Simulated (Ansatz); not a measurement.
[WO3Cl]- (WClO3⁻), relaxed as a singlet with RKS r2SCAN-D4/def2-SVPD in Ansatz, starting from the GFN2-xTB geometry. Force threshold 0.02 eV/Å.

In the def2 sets W takes a core potential; there is no spin–orbit coupling. The relaxation made no stability test and no search for a lower SCF solution.

Start:

| atom | x (Å) | y (Å) | z (Å) |
| --- | --- | --- | --- |
| W1 | -0.1826 | -0.0483 | 0.0519 |
| O2 | -0.8830 | 1.4066 | 0.5989 |
| O3 | -0.8788 | -0.6519 | -1.3825 |
| O4 | 0.0093 | -1.2233 | 1.2720 |
| Cl5 | 1.9351 | 0.5168 | -0.5403 |

Question: Estimate the energy that the relaxation releases and the steps that it takes.

Answer: 11.0 kcal/mol, in 5 steps; 13 s on 4 threads of Arm Neoverse V1 on a shared host. No frequencies were taken in this run, so the end may be a saddle point.

Question: Does the start keep its bonding and symmetry?

Answer: By distances, no bond broke or formed. The bond that changes most is W1–Cl5, from 2.27 to 2.37 Å (atoms count from 1). Point group C3v at the start, C3v at the end, both within 0.05 Å.

Question: Predict the relaxed structure.

Answer: 
Cartesian coordinates in Å:
```
W -0.105 -0.028 0.029
O -0.964 1.381 0.620
O -0.964 -0.674 -1.355
O -0.075 -1.243 1.292
Cl 2.107 0.564 -0.586
```
Bond lengths: 3 × O–W 1.75 Å; 1 × Cl–W 2.37 Å.
